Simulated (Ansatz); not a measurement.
Computed with Ansatz on PBE0-D4/def2-TZVP structures; ΔE is electronic, products minus reactants. CCSD(T)/CBS is the MP2 limit (def2-TZVPP, def2-QZVPP) plus CCSD(T) − MP2 in def2-TZVPP, frozen cores. This one scheme is used for every species. DFT in def2-TZVPP. Elements past krypton have def2 core potentials. For In outer-core shells are correlated without core-valence functions, which leaves a few kJ/mol of doubt a bond. Each species was taken in one conformer, which may not be the lowest.

Consider the formal hydrolysis of the In–C bond: `F[CH2][In]([SH])[Cl]` + H₂O → `[OH][In]([SH])[Cl]` + `CF`.

| level | ΔE (kcal/mol) | difference from CCSD(T)/CBS |
| --- | --- | --- |
| PBE0-D4 | -11.8 | 1.8 |
| ωB97X-V | -13.9 | -0.3 |
| PBE | -12.0 | 1.6 |
| PBE0 | -12.2 | 1.4 |
| MP2/def2-TZVPP | -13.6 | 0.0 |
| CCSD/def2-TZVPP | -13.4 | 0.2 |
| HF/def2-QZVPP | -17.0 | -3.4 |
| MP2/def2-QZVPP | -13.9 | -0.3 |
| SCS-MP2/def2-QZVPP | -14.9 | -1.3 |
| HF/CBS(def2) | -17.0 | -3.4 |
| CCSD(T)/CBS | -13.6 | 0 |

Largest T1 diagnostic among the species: 0.015.

In def2-TZVPP, CCSD(T) changes the Hartree–Fock value by +3.6 kcal/mol (the triples alone add +0.2 kcal/mol) and MP2 by +3.3 kcal/mol. The D4 term adds +0.8 kcal/mol with B3LYP and +0.5 kcal/mol with PBE0; it sums over pairs of atoms, weighted by their polarisabilities, and B3LYP, whose exchange is more repulsive, gets the larger term.

CCSD(T)/CBS has its own doubt, a few kJ/mol and more with outer-core shells, so smaller differences from it don't rank the levels.

B3LYP here is the variant with VWN-RPA as its local correlation; programs differ in this.
